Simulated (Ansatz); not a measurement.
Basis-set extrapolation for ClFH4OSi2, SMILES `F[SiH2]O[SiH2]Cl` (PBE0-D4/def2-TZVP geometry, frozen core, Ansatz). Multiplicity 1, RHF reference.

```csv
,def2-TZVPP,def2-QZVPP
HF,-1214.345695,-1214.386588
MP2 correlation,-0.909042,-0.991875
CCSD(T) correlation,-0.985353,not run
```

Energies in hartree. Use E(X) = E(∞) + A·exp(−7.88·√X) for Hartree–Fock and E(X) = E(∞) + B·X^(−2.97) for correlation, with X = 3 and 4, and add CCSD(T) minus MP2 of the smaller set to the MP2 limit.

Q: What is the CCSD(T) energy at the basis-set limit?

A: HF limit: -1214.386588 + (-0.040893) × 0.13774 = -1214.39222. MP2 limit: -0.991875 + (-0.082833) × 0.74074 = -1.05323. Higher-order term: -0.985353 − (-0.909042) = -0.07631. Total: -1215.52176 hartree, 500.7 kJ/mol below CCSD(T)/def2-TZVPP.
